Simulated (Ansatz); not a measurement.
The cluster B₄H₃, relaxed as a doublet with UKS B3LYP-D4/def2-TZVP in Ansatz, starting from the GFN1-xTB geometry. Force threshold 0.02 eV/Å.

The structure comes from a short search, and lower isomers may exist.

Start:

Cartesian coordinates in Å:
```
B 1.223 -0.194 -0.150
B 0.469 -0.784 1.095
B -1.451 0.799 -0.685
B -0.584 -0.039 0.245
H -2.169 1.429 -1.383
H 1.725 0.300 -1.111
H 0.788 -1.510 1.987
```

```csv
step,energy (eV),largest force component (eV/Å),SCF passes
1,-2750.5124,0.595,26
2,-2750.5858,0.505,29
3,-2750.7425,0.710,31
4,-2750.9724,1.241,31
5,-2751.3470,1.681,30
6,-2751.6328,1.029,29
7 (rejected),-2751.5708,2.621,31
8,-2751.7468,0.287,28
9,-2751.7915,0.243,28
10,-2751.8235,0.182,26
11,-2751.8277,0.024,25
12,-2751.8278,0.002,18
```

Force components are those of the run's own axes.

End:

```xyz
7

B     0.482    0.095   -0.313
B     0.363   -0.852    1.165
B    -1.133    0.699   -0.664
B    -0.848   -0.168    0.551
H    -1.513    1.369   -1.548
H     1.457    0.289   -0.948
H     1.191   -1.433    1.757
```

Bonds formed: B1–B3 (atoms count from 1). The end is the same structure that another start reached, the lowest one found.

No frequencies were taken in this run, so the end may be a saddle point.

It took 17 s on 4 threads of Arm Neoverse V1 on a shared host.
